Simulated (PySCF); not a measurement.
C7H10F2O2.
Atom-mapped SMILES: `[CH3:1][C@@H:2]1[CH2:3][O:4][CH2:5][C@H:6]([CH:7]([F:8])[F:9])[C:10]1=[O:11]` (hydrogens: H12, H13, H14 on C1; H15 on C2; H16, H17 on C3; H18, H19 on C5; H20 on C6; H21 on C7)

Computed with PySCF, PBE0-D3(BJ)/def2-SVP geometry optimisation, gas phase.

Question: List the bond lengths, angles and torsions at this level.

Answer: 
```json
{"bond": "C1–C2", "length (Å)": "1.515", "order": "single"}
{"bond": "C2–C3", "length (Å)": "1.536", "order": "single"}
{"bond": "C3–O4", "length (Å)": "1.398", "order": "single"}
{"bond": "O4–C5", "length (Å)": "1.396", "order": "single"}
{"bond": "C5–C6", "length (Å)": "1.537", "order": "single"}
{"bond": "C6–C7", "length (Å)": "1.512", "order": "single"}
{"bond": "C7–F8", "length (Å)": "1.352", "order": "single"}
{"bond": "C7–F9", "length (Å)": "1.356", "order": "single"}
{"bond": "C6–C10", "length (Å)": "1.519", "order": "single"}
{"bond": "C10=O11", "length (Å)": "1.208", "order": "double"}
{"bond": "C2–C10", "length (Å)": "1.515", "order": "single"}
{"bond": "C1–H12, C1–H13, C1–H14", "length (Å)": "1.100", "order": "single"}
{"bond": "C2–H15", "length (Å)": "1.107", "order": "single"}
{"bond": "C3–H16", "length (Å)": "1.100", "order": "single"}
{"bond": "C3–H17", "length (Å)": "1.110", "order": "single"}
{"bond": "C5–H18", "length (Å)": "1.107", "order": "single"}
{"bond": "C5–H19", "length (Å)": "1.098", "order": "single"}
{"bond": "C6–H20", "length (Å)": "1.105", "order": "single"}
{"bond": "C7–H21", "length (Å)": "1.101", "order": "single"}
```

Bonds in one row agree within 0.01 Å and their mean is given. Orders are formal, as drawn. A selection of angles:
```json
{"angle": "C2–C1–H12", "degrees": "110.9"}
{"angle": "H12–C1–H13", "degrees": "108.4"}
{"angle": "H13–C1–H14", "degrees": "108.7"}
{"angle": "C1–C2–C3", "degrees": "113.0"}
{"angle": "C1–C2–C10", "degrees": "112.3"}
{"angle": "C1–C2–H15", "degrees": "110.2"}
{"angle": "C3–C2–C10", "degrees": "109.5"}
{"angle": "C3–C2–H15", "degrees": "106.1"}
{"angle": "C10–C2–H15", "degrees": "105.2"}
{"angle": "C2–C3–O4", "degrees": "112.2"}
{"angle": "C2–C3–H16", "degrees": "110.0"}
{"angle": "C2–C3–H17", "degrees": "109.1"}
{"angle": "O4–C3–H16", "degrees": "107.2"}
{"angle": "O4–C3–H17", "degrees": "110.7"}
{"angle": "H16–C3–H17", "degrees": "107.6"}
{"angle": "C3–O4–C5", "degrees": "112.2"}
{"angle": "O4–C5–C6", "degrees": "110.9"}
{"angle": "O4–C5–H18", "degrees": "111.0"}
{"angle": "O4–C5–H19", "degrees": "107.9"}
{"angle": "C6–C5–H18", "degrees": "109.0"}
{"angle": "C6–C5–H19", "degrees": "110.1"}
{"angle": "H18–C5–H19", "degrees": "107.9"}
{"angle": "C5–C6–C7", "degrees": "112.7"}
{"angle": "C5–C6–C10", "degrees": "110.3"}
{"angle": "C5–C6–H20", "degrees": "107.4"}
{"angle": "C7–C6–C10", "degrees": "111.7"}
{"angle": "C7–C6–H20", "degrees": "107.7"}
{"angle": "C10–C6–H20", "degrees": "106.8"}
{"angle": "C6–C7–F8", "degrees": "110.2"}
{"angle": "C6–C7–F9", "degrees": "109.4"}
{"angle": "C6–C7–H21", "degrees": "112.5"}
{"angle": "F8–C7–F9", "degrees": "107.4"}
{"angle": "F8–C7–H21", "degrees": "108.3"}
{"angle": "F9–C7–H21", "degrees": "109.0"}
{"angle": "C6–C10–O11", "degrees": "122.3"}
{"angle": "C2–C10–C6", "degrees": "114.5"}
{"angle": "C2–C10–O11", "degrees": "123.2"}
```

Dihedral angles: C1–C2–C3–O4 -178° (antiperiplanar); C2–C3–O4–C5 64° (synclinal); C3–O4–C5–C6 -64° (synclinal); O4–C5–C6–C7 179° (antiperiplanar); C5–C6–C7–F8 -52° (synclinal); C5–C6–C10–O11 135° (anticlinal); C1–C2–C10–C6 171° (antiperiplanar).

The 6 C–C bonds span 1.512 Å (C6–C7, drawn single) to 1.537 Å (C5–C6, drawn single), a spread of 0.025 Å. Of the pairs four or more bonds apart, F8···H18 is among the closest relative to their van der Waals radii: 2.49 Å, 93 % of the sum of Bondi's values. The 6-membered ring C2–C3–O4–C5–C6–C10 has internal angles of 109.5° to 114.5°; it is puckered, 0.22 Å rms from its mean plane, widest ring torsion 64°. The 3 C–O bonds span 1.208 Å (C10=O11, drawn double) to 1.398 Å (C3–O4, drawn single), a spread of 0.190 Å.

Point group: C1 (no symmetry element, even within 0.4 Å). No frequency check. The numbers are those of one conformer.
